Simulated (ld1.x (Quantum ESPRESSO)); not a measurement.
## PBE TM dataset for iron, scalar-relativistic all-electron reference.

| Item | Value |
| --- | --- |
| Element | Fe |
| Generator | ld1.x (Quantum ESPRESSO) 7.5 |
| Type | norm-conserving Troullier–Martins (Kleinman–Bylander form) |
| Functional | PBE |
| Relativity | scalar-relativistic |
| Frozen core | [Ne] |
| Valence charge | 16 |
| Reference configuration | 3s2 3p6 3d6 4s2 4p0 |
| Partial waves | 3s (bound): rc 0.90 bohr; 3d (bound): rc 1.55 bohr; 3p (bound): rc 0.75 bohr |
| Local potential | the p channel |
| Core correction | Bessel-smoothed model core inside 0.45 bohr |

Occupied shells without a wave of their own: 4s. They enter only through the test configuration that unscreens the potential, and ld1.x also counts them in the model core charge.

(1) Estimate the cutoffs (Ry, on a coarse ladder) from which the occupation-weighted sum of valence levels, in a spherical-Bessel basis at the reference potential, stays within 10 and 1 mRy of its value at 400 Ry.

(2) Does the potential have ghost states?

(3) Which valence shell sets the plane-wave cutoff?

(4) Tests: 3s2 3p6 3d6 4s1 4p0; 3s2 3p6 3d6 4s0 4p0; 3s2 3p6 3d5 4s0 4p0; 3s2 3p6 3d4 4s0 4p0; 3s2 3p6 3d7 4s0 4p0; 3s2 3p6 3d5 4s2 4p1; 3s2 3p6 3d7 4s1 4p0. Which has the largest error in its energy relative to the reference configuration, and how large is it?

Results:

(1) 180 Ry and 300 Ry.

(2) No extra level below or beside the all-electron valence levels (s, d, p, f tested).

(3) 3s: its level needs 230 Ry to come within 1 mRy, against 160 Ry for 3p.

(4) 3s2 3p6 3d4 4s0 4p0, with -1509 meV (all-electron minus pseudo) on +112.24 eV.

ld1.x takes every shell without a wave as core, so the model core holds the 4s electrons as well and exchange and correlation see them twice. This cancels in the reference configuration, but the file is broken for other ones, and its errors say nothing about a proper core correction.
